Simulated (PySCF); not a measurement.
The multiplicity is imposed and other spin states were not computed.

Z-matrix (Å, degrees):
```
N
C 1 1.4600
H 2 1.1051 1 110.42
H 2 1.1099 3 107.60 1 -121.76
H 2 1.1099 3 107.92 4 -116.18
C 1 1.4606 2 113.97 3 179.84
H 6 1.1053 1 110.44 2 179.98
H 6 1.1099 7 107.56 1 121.74
H 6 1.1099 7 107.92 8 116.17
Zr 1 2.0280 2 123.46 3 4.74
F 10 1.9241 1 107.25 2 -154.40
F 10 1.9243 11 116.44 7 -142.25
F 10 1.9277 11 109.01 7 93.88
```
Charge 0, multiplicity 1.

**Question.** What HOMO–LUMO gap, charge on the central atom (Mulliken), LUMO, dipole moment and HOMO does TPSSh-D3(BJ)/def2-TZVP // TPSS-D3(BJ)/def2-SVP run with PySCF 2.14.0 give?

**Answer.** 
```
Property                                  Result
-------------------------------------  ---------
HOMO–LUMO gap                            4.89 eV
charge on the central atom (Mulliken)     1.69 e
LUMO                                    -1.46 eV
dipole moment                          0.575 e·Å
HOMO                                    -6.36 eV
```
